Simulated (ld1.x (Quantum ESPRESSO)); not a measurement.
# Pb: variants of one TM potential

Base potential:

ld1.x (Quantum ESPRESSO) 7.5 input, shortened:

```
&input
   title='Pb', zed=82., rel=1, dft='PBE', iswitch=3,
   config='[Xe] 4f14 5d10 6s1 6p3 6d-2'
 /
 &inputp
   pseudotype=2, tm=.true., lloc=-1, rcloc=1.60,
   nlcc=.true., new_core_ps=.true., rcore=1.60
 /
3
6S  1  0   1.00   0.00  1.95  1.95  0.0
6P  2  1   3.00   0.00  1.95  1.95  0.0
6D  3  2  -2.00   0.10  2.00  2.00  0.0
 &test
   configts(1)='6s1 6p3'
 /
```

All-electron outer shells of the reference configuration (PBE, scalar-relativistic, ld1.x):

| shell | level (eV) | outermost node (bohr) | outermost maximum (bohr) |
| --- | --- | --- | --- |
| 5p | -87.65 | 0.49 | 0.88 |
| 5d | -22.87 | 0.52 | 1.07 |
| 6s | -13.14 | 1.01 | 1.95 |
| 6p | -4.22 | 1.18 | 2.60 |

Cutoffs, loose and tight: the cutoffs (Ry, on a coarse ladder) from which the occupation-weighted sum of valence levels, in a spherical-Bessel basis at the reference potential, stays within 10 and 1 mRy of its value at 400 Ry. They do not see the model core or the augmentation charge, which bear on the density cutoff. Test errors are all-electron minus pseudo excitation energies from the reference, over the configurations 6s2 6p2; 6s2 6p1; 6s2 6p0; 6s0 6p4; 6s1 6p2; 6s2 6p1.5; 6s2 6p2.3. A dash means not determined; rows that change the core or the reference have their own tests.

A true bound ghost makes a file unfit for plane-wave use even where its test errors are small: the radial tests pick states by their node count and pass the ghost by.

On the changes marked as counting shells twice: ld1.x takes every shell without a wave as core, so the model core holds the marked electrons as well and exchange and correlation see them twice. This cancels in the reference configuration, but the file is broken for other ones, and its errors say nothing about a proper core correction.

```tsv
change	outcome	cutoff, loose	cutoff, tight	bound ghosts	largest test error (meV)
base	generated	30 Ry	50 Ry	s, d, p	-51
wave 6d channel at 0.1 Ry: rc 2.00 bohr becomes 6d channel at 2.91 Ry: rc 2.00 bohr	generated	30 Ry	50 Ry	s, p	-51
wave 6s (bound): rc 1.95 bohr becomes 6s (bound): rc 2.30 bohr	generated	30 Ry	50 Ry	s, d, p	-57
core [Kr] 4d10 4f14, valence charge 22; reference 5s2 5p6 5d10 6s2 6p2; waves now 5p (bound): rc 1.15 bohr; 5d (bound): rc 1.30 bohr; 5f channel at 0.25 Ry: rc 1.20 bohr; 5s (bound): rc 1.00 bohr; local potential the s channel; core correction a·sin(br)/r model core inside 1.05 bohr (6p, 6s counted twice)	generated, misses its reference levels by 0.40 eV	200 Ry	300 Ry	none	-1855
wave 6d channel at 0.1 Ry: rc 2.00 bohr becomes 6d channel at 0.1 Ry: rc 2.24 bohr	generated	30 Ry	50 Ry	d, s, p	-51
reference 6s2 6p2	generated	30 Ry	45 Ry	s, d, p	-625
core correction Bessel-smoothed model core inside 1.24 bohr	generated	30 Ry	50 Ry	s, d, p	-51
type PAW; waves now 6s (bound): rcut 1.70, rcutus 1.95 bohr; 6s channel at 0.25 Ry: rcut 1.70, rcutus 1.95 bohr; 6p (bound): rcut 1.70, rcutus 1.95 bohr; 6p channel at 3.2 Ry: rcut 1.70, rcutus 1.95 bohr; 6d channel at 0.1 Ry: rcut 1.75, rcutus 2.00 bohr; 6d channel at 2.25 Ry: rcut 1.75, rcutus 2.00 bohr; local potential all-electron potential smoothed inside 1.65 bohr (lloc = -1); augmentation BG, radius 1.20 bohr	failed: new_paw_hamiltonian: negative rho	–	–	–	–
```

(1) What comes out with this change to the base: local potential the s channel?

## Answers

(1) outcome: generated; cutoff, loose: 30 Ry; cutoff, tight: 50 Ry; bound ghosts: d; largest test error (meV): -48.
